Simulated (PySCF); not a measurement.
A species of formula C7H9BO2 has this rotational fingerprint, computed with PySCF 2.14.0, PBE0-D3(BJ)/def2-SVP geometry optimisation, gas phase:

- Rotational constants: A = 2013, B = 1255, C = 822.1 MHz
- Dipole components: |μa| = 0.02 D, |μb| = 0.24 D, |μc| = 0.06 D
- Inertial defect: -38.87 u·Å²
- κ: -0.27

Problem. Which candidate fits, each taken in the one conformer that was computed?
A. `[CH2:1]=[CH:2][C:3](=[CH2:4])[C:5]1=[CH:6][CH:7]=[O+:8][BH2-:9][O:10]1` with C1–C2–C3–C4 160°, C2–C3–C5–C6 -31°, C5–C6–C7–O8 13°, C7–O8–B9–O10 -39°, O8–B9–O10–C5 39°, C3–C5–O10–B9 165°
B. `[CH3:1][c:2]1[cH:3][cH:4][cH:5][c:6]([B:7]([OH:8])[OH:9])[cH:10]1` with C6–B7–O8–H 2°, C6–B7–O9–H -179°
C. `[CH3:1][c:2]1[cH:3][cH:4][c:5]([B:6]([OH:7])[OH:8])[cH:9][cH:10]1` with C5–B6–O7–H 180°, C5–B6–O8–H -1°
D. `CB(C)c1ccc(=O)oc1`
E. `[OH:1][B:2]([OH:3])[C:4]1=[CH:5][CH:6]=[CH:7][C:8]12[CH2:9][CH2:10]2` with H–O1–B2–O3 -179°, O1–B2–O3–H 0°

Solution. E. It is OB(O)C1=CC=CC12CC2, an asymmetric top. The candidates at the same level (rigid rotor, commonest isotopes):

| SMILES | A (MHz) | B (MHz) | C (MHz) | μa (D) | μb (D) | μc (D) | Δ (u·Å²) | point group | rotor |
| --- | --- | --- | --- | --- | --- | --- | --- | --- | --- |
| Cc1cccc(B(O)O)c1 | 2519 | 877.2 | 654.4 | 0.88 | 1.31 | 0.15 | -4.44 | C1 | asymmetric top |
| OB(O)C1=CC=CC12CC2 | 2013 | 1255 | 822.1 | 0.02 | 0.24 | 0.06 | -38.87 | near Cs | asymmetric top |
| C=CC(=C)C1=CC=[O+][BH2-]O1 | 2507 | 1015 | 760.5 | 4.09 | 2.61 | 0.86 | -35.07 | C1 | asymmetric top |
| Cc1ccc(B(O)O)cc1 | 3628 | 735.6 | 614.0 | 0.77 | 1.12 | 0.06 | -3.25 | near Cs | near-prolate asymmetric top |
| CB(C)c1ccc(=O)oc1 | 3247 | 781.8 | 635.0 | 3.91 | 0.78 | 0.00 | -6.23 | Cs | asymmetric top |

`C=CC(=C)C1=CC=[O+][BH2-]O1` has A 25 % too high; `Cc1ccc(B(O)O)cc1` has A 80 % too high; `Cc1cccc(B(O)O)c1` has B 30 % too low; `CB(C)c1ccc(=O)oc1` has A 61 % too high. No structure here is proved a minimum.
